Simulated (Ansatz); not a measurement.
C6H6O, charge -1, doublet (typed; the unrestricted solution is spin-contaminated), geometry from GFN2-xTB (a state made from the parent by changing its charge; the spin is typed, not shown lowest) (a gas-phase anion, which may not be bound at this level); MP2/STO-3G run with Ansatz (a program for electronic structure).

Here is a job for Ansatz.
Ansatz 0.2 input:
```yaml
crystal:
  periodic: [false, false, false]
  atoms:
    - {symbol: O, position_ang: [2.30324766, -0.29044936, -0.28643210]}
    - {symbol: C, position_ang: [0.91161207, -0.12210984, -0.11657696]}
    - {symbol: C, position_ang: [0.08230356, -1.14396439, -0.51884983]}
    - {symbol: C, position_ang: [-1.35179185, -0.97435132, -0.34554535]}
    - {symbol: C, position_ang: [-1.82996128, 0.19529056, 0.21165716]}
    - {symbol: C, position_ang: [-0.99354446, 1.21468726, 0.61234545]}
    - {symbol: C, position_ang: [0.44236935, 1.05263351, 0.44230941]}
    - {symbol: H, position_ang: [2.70457944, 0.51868873, 0.04940787]}
    - {symbol: H, position_ang: [0.48497307, -2.04922457, -0.95231280]}
    - {symbol: H, position_ang: [-2.02104399, -1.76934461, -0.65687925]}
    - {symbol: H, position_ang: [-2.90810189, 0.31686675, 0.33928197]}
    - {symbol: H, position_ang: [-1.37718144, 2.13113254, 1.04953689]}
    - {symbol: H, position_ang: [1.12486915, 1.84236136, 0.75038290]}
basis:
  gaussian:
    orbitals: STO-3G
total_charge: -1
magnetization: {spin_polarized: true, initial_magnetization: 1}
correlation: {method: mp2, electrons: outside_noble_gas}
accuracy: high
```

It wrote (shortened):

```
Functional definition: HF
912 factors; integrals over basis functions are off by at most 4.3e-9 eV
mean field evaluation 1: about -8201.9628 eV, gradient 1.7e1 eV
mean field evaluation 2: about -8202.3266 eV, gradient 1.7e1 eV
mean field evaluation 4: about -8204.7034 eV, gradient 2.5e0 eV
mean field evaluation 8: about -8204.8792 eV, gradient 1.4e-1 eV
mean field evaluation 16: about -8204.8784 eV, gradient 6.6e-8 eV
mean field -8204.87839576 eV, -301.5237195780 hartree, gradient 6.6e-8 eV, S^2 0.915153; 2 other end points of the search recorded, 0 dependent functions left out
7 core orbitals not correlated
reference -8204.87839576 eV, -301.5237195780 hartree; 19, 18 occupied and 15, 16 virtual orbitals, 912 factors
second order -9.24118083 eV of doubles, -0.00000000 eV of singles
Total energy: -8214.11957659 eV, -301.8633267094 hartree
```
